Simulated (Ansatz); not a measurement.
A nudged elastic band was laid between two geometries of BClF2 + FH (6 atoms, charge 0, multiplicity 1).

All numbers below come from RKS PBE-D4/def2-SVP in Ansatz 0.2.0.

```yaml
movable_images: 5
climbing_image: yes
spring: 5.0 eV/Å²
optimiser: quadratic models (default)
start_path: through a guess of the saddle point
force_threshold: 0.05 eV/Å
iteration_limit: 60
end_points: relaxed
```

Image 0:

```xyz
6
Properties=species:S:1:pos:R:3
B 0.000 0.148 0.122
Cl -0.008 0.542 1.875
F 1.148 0.198 -0.535
F -1.152 0.127 -0.530
F 0.069 -1.988 0.552
H 0.064 -1.757 1.469
```

Image 6:

```xyz
6
Properties=species:S:1:pos:R:3
B 0.015 -0.382 -0.449
Cl 0.007 0.072 2.494
F 1.144 0.269 -0.677
F -1.152 0.199 -0.672
F 0.055 -1.669 -0.104
H 0.051 -1.219 2.358
```

(1) Which bonds break or form, and what moves?

(2) Give the energies along the band, and the barrier.

(3) What is the geometry of the highest image?

(4) What are the harmonic wavenumbers there?

Answers

(1) Bonds broken: B1–Cl2, F5–H6. Bonds formed: B1–F5, Cl2–H6. BClF2 + FH becomes BF3 + ClH.

(2) The run converged. The highest image is number 2 of 0 to 6, 0.255 eV above the first end and 0.856 eV above the last; the last end lies 0.601 eV below the first. A vibrational analysis at the climbing image gives one clearly imaginary mode, 660i cm⁻¹: a first-order saddle point. The orbitals stay closed-shell, which can raise the energy where a bond breaks towards radicals; this wasn't checked here.

| image | path coordinate (Å) | energy (eV) | B1–Cl2 (Å) | F5–H6 (Å) | B1–F5 (Å) |
| --- | --- | --- | --- | --- | --- |
| 0 | 0.00 | 0.000 | 1.80 | 0.95 | 2.18 |
| 1 | 0.38 | 0.070 | 1.86 | 0.98 | 1.85 |
| 2 | 0.77 | 0.255 | 2.02 | 1.16 | 1.57 |
| 3 | 1.11 | -0.076 | 2.25 | 1.50 | 1.42 |
| 4 | 1.45 | -0.454 | 2.58 | 1.82 | 1.36 |
| 5 | 1.79 | -0.581 | 2.86 | 2.14 | 1.34 |
| 6 | 2.14 | -0.601 | 2.98 | 2.50 | 1.33 |

(3) 
```xyz
6
Properties=species:S:1:pos:R:3
B 0.011 -0.198 0.045
Cl 0.003 0.222 2.024
F 1.157 0.162 -0.527
F -1.157 0.093 -0.522
F 0.058 -1.723 0.430
H 0.048 -1.284 1.501
```

(4) 660i, 227, 312, 366, 402, 500, 597, 746, 1077, 1145, 1425, 1659 cm⁻¹.

Time of the run: 73 s on 1 thread of Arm Neoverse V2, with other jobs on the host, peak memory 0.14 GiB.
